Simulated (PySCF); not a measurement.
A side-by-side comparison of computed properties.

First species: C2H2F2O3S.
InChI=1S/C2H2F2O3S/c3-2(4)1-6-8(5)7-2/h1H2/t8-/m0/s1

Second species: C6H8F2O.
SMILES with atom numbers: `[CH3:1][C@@H:2]1[CH2:3][CH2:4][C:5]([F:6])=[C:7]([F:8])[O:9]1` (hydrogens: H10, H11, H12 on C1; H13 on C2; H14, H15 on C3; H16, H17 on C4)

Levels: PBE0/def2-SVPD for HOMO energy, LUMO energy, HOMO–LUMO gap and static isotropic polarisability; TDDFT PBE0/def2-SVPD for lowest singlet excitation; TDA PBE0/def2-SVPD for lowest triplet excitation (Tamm–Dancoff). Geometries: GFN2-xTB. All species are isolated and taken at one optimised geometry, non-relativistic unless stated. Electronic properties by PySCF.

| property | column X | column Y |
| --- | --- | --- |
| HOMO energy | -9.04 eV | -6.51 eV |
| LUMO energy | -1.66 eV | 0.44 eV |
| HOMO–LUMO gap | 7.38 eV | 6.95 eV |
| lowest singlet excitation | 5.84 eV | 5.92 eV |
| lowest triplet excitation (Tamm–Dancoff) | 4.65 eV | 4.46 eV |
| static isotropic polarisability | 54.7 au | 73.7 au |

(1) Which column belongs to which species?

(2) How does each property change from the first species to the second?

## Answers

(1) Column X is the first species and column Y the second. The first has 10 atoms and 72 electrons, the second 17 and 70.

(2) HOMO energy +2.53 eV; LUMO energy +2.10 eV; HOMO–LUMO gap -0.43 eV; lowest singlet excitation +0.08 eV; lowest triplet excitation (Tamm–Dancoff) -0.19 eV; static isotropic polarisability +19.0 au.

On the first: The 6 singlets span 5.84 to 8.11 eV, and their oscillator strengths add up to 0.15. No computed singlet falls in the visible range (750 to 380 nm, 1.65 to 3.26 eV); S1 lies 2.58 eV above its blue end.

On the second: The polarisability is 10.92 Å³ as a volume (1 au = 0.148185 Å³), or 1.05 au for each of the 70 electrons. The vertical singlet–triplet gap S1 − T1 is 1.46 eV (TDDFT singlet less Tamm–Dancoff triplet).

One conformer stands for the species.
